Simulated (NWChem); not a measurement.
System: C2H4BFO; SMILES C=CB(O)F

Here is an NWChem input.

```
start job
memory heap 200 mb stack 900 mb global 1100 mb
geometry units angstroms noautoz
  B      0.014843    -0.539521    -0.029561
  F      0.815766    -1.601407     0.013762
  C      0.658512     0.886426    -0.088983
  C     -0.023064     2.027665     0.068433
  H      1.741937     0.953261    -0.246562
  H      0.455701     3.012021     0.038017
  H     -1.106063     2.042377     0.248175
  O     -1.310660    -0.793144    -0.017404
  H     -1.849240     0.000237    -0.085982
end
basis spherical
  * library 6-31g*
end
dft
  xc bhlyp
  iterations 150
end
tddft
  cis
  nroots 8
end
task tddft energy
```

Output (shortened):

```
             Northwest Computational Chemistry Package (NWChem) 7.3.0
             --------------------------------------------------------

 C1  symmetry detected

                             Geometry "geometry" -> ""
                             -------------------------

 Output coordinates in angstroms (scale by  1.889725989 to convert to a.u.)

  No.       Tag          Charge          X              Y              Z
 ---- ---------------- ---------- -------------- -------------- --------------
    1 B                    5.0000     0.00945823    -0.54077351    -0.01655053
    2 F                    9.0000     0.79792094    -1.61106671     0.04473109
    3 C                    6.0000     0.66963664     0.87749079    -0.07865078
    4 C                    6.0000    -0.00109911     2.02734888     0.06167747
    5 H                    1.0000     1.75560667     0.93116419    -0.22320541
    6 H                    1.0000     0.48892652     3.00610274     0.02984082
    7 H                    1.0000    -1.08601055     2.05537996     0.22778554
    8 O                    8.0000    -1.31883302    -0.77966028    -0.01901804
    9 H                    1.0000    -1.84766322     0.01906527    -0.10026389

 Effective nuclear repulsion energy (a.u.)     152.4734613511

                                 NWChem DFT Module
                                 -----------------

 Summary of "ao basis" -> "ao basis" (spherical)
 ------------------------------------------------------------------------------
       Tag                 Description            Shells   Functions and Types
 ---------------- ------------------------------  ------  ---------------------
 B                           6-31g*                  6       14   3s2p1d
 F                           6-31g*                  6       14   3s2p1d
 C                           6-31g*                  6       14   3s2p1d
 H                           6-31g*                  2        2   2s
 O                           6-31g*                  6       14   3s2p1d

            General Information
            -------------------
          SCF calculation type: DFT
          Wavefunction type:  closed shell.
          No. of atoms     :     9
          No. of electrons :    38
           Alpha electrons :    19
            Beta electrons :    19
          Charge           :     0
          Spin multiplicity:     1
          Use of symmetry is: off; symmetry adaption is: off
          Maximum number of iterations: 150
          AO basis - number of functions:    78
                     number of shells:    38
          Convergence on energy requested:  1.00D-06
          Convergence on density requested:  1.00D-05
          Convergence on gradient requested:  5.00D-04

[...]

                                NWChem TDDFT Module
                                -------------------

            General Information
            -------------------
           No. of orbitals :     156
            Alpha orbitals :      78
             Beta orbitals :      78
        Alpha frozen cores :       0
         Beta frozen cores :       0
     Alpha frozen virtuals :       0
      Beta frozen virtuals :       0
         Spin multiplicity :       1
    Number of AO functions :      78
        Use of symmetry is : off
      Symmetry adaption is : off
         Schwarz screening :  0.10D-07

              XC Information
              --------------
                 BHLYP Method XC Functional
              Hartree-Fock (Exact) Exchange   0.50
                 Slater Exchange Functional   0.50 local
             Becke 1988 Exchange Functional   0.50 non-local
       Lee-Yang-Parr Correlation Functional   1.00

             TDDFT Information
             -----------------
          Calculation type : Tamm-Dancoff TDDFT
         Wavefunction type : Restricted singlets & triplets
          No. of electrons :      38
           Alpha electrons :      19
            Beta electrons :      19
              No. of roots :       8
          Max subspacesize :    5600
            Max iterations :     100
               Target root :       1
           Target symmetry : none
      Symmetry restriction : off
                 Algorithm : Optimal
        Davidson threshold :  0.10D-03

    8 smallest eigenvalue differences (eV)
--------------------------------------------------------
  No. Spin  Occ  Vir  Irrep   E(Occ)    E(Vir)   E(Diff)
--------------------------------------------------------
    1    1   19   20 a        -0.335     0.013     9.454
    2    1   18   20 a        -0.394     0.013    11.066
    3    1   19   21 a        -0.335     0.101    11.842
    4    1   17   20 a        -0.429     0.013    12.035
    5    1   16   20 a        -0.468     0.013    13.098
    6    1   15   20 a        -0.477     0.013    13.327
    7    1   18   21 a        -0.394     0.101    13.453
    8    1   19   22 a        -0.335     0.160    13.454
--------------------------------------------------------

  Entering Davidson iterations
  Restricted singlet excited states

  Iter   NTrls   NConv    DeltaV     DeltaE      Time
  ----  ------  ------  ---------  ---------  ---------
    1      8       0     0.17E+00   0.10+100        4.5
    2     16       0     0.34E-01   0.37E-01        4.7
    3     24       0     0.26E-01   0.27E-02        4.8
    4     32       0     0.86E-02   0.12E-02        4.9
    5     40       0     0.11E-01   0.36E-03        4.7
    6     48       2     0.51E-02   0.34E-03        4.6
    7     54       5     0.21E-02   0.41E-04        4.1
    8     57       7     0.74E-03   0.56E-05        3.6
    9     58       7     0.14E-03   0.45E-06        3.0
   10     59       8     0.41E-04   0.19E-07        3.0
  ----  ------  ------  ---------  ---------  ---------
  Convergence criterion met

  Ground state a        -278.488906988217 a.u.

[...]
```

Level: BHandHLYP/6-31G* (spherical d), TDA. Coordinates come from a PBE0/def2-SVP optimisation.
